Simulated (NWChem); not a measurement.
**Atomisation of iodoethane (C2H5I)**

```xyz
8

C      2.4499     0.3888     0.0000
C      1.1211     1.1174     0.0000
I     -0.5996    -0.2481     0.0000
H      2.5683    -0.2454     0.8914
H      3.2687     1.1306     0.0000
H      2.5683    -0.2454    -0.8914
H      0.9742     1.7358     0.8942
H      0.9742     1.7358    -0.8942
```
Charge 0, spin multiplicity 1.

The numbers come from NWChem runs, not from measurements. All single points use one geometry, from B3LYP/def2-SVP with def2 effective core potentials on I, held to Cs symmetry and with no frequency check, so it may be a saddle point.

Basis set: def2-TZVP. The atomisation energy is electronic alone: no zero-point, thermal, spin-orbit or counterpoise terms. No value is extrapolated to the basis-set limit. Free atoms are single determinants with multiplicities C 3, I 2, H 2.

Effective core potentials replace the inner electrons of I; spin-orbit coupling is left out. B3LYP has NWChem's definition, with VWN1-RPA local correlation. No SCF solution was tested for a lower state. Open-shell Hartree-Fock references start from PBE0 orbitals.

For the atomisation energy, HF gives 498.2 kcal/mol and B3LYP gives 662.1 kcal/mol. What do PBE0, PBE, M06-2X give?

PBE0: 668.0 kcal/mol; PBE: 676.2 kcal/mol; M06-2X: 659.3 kcal/mol.
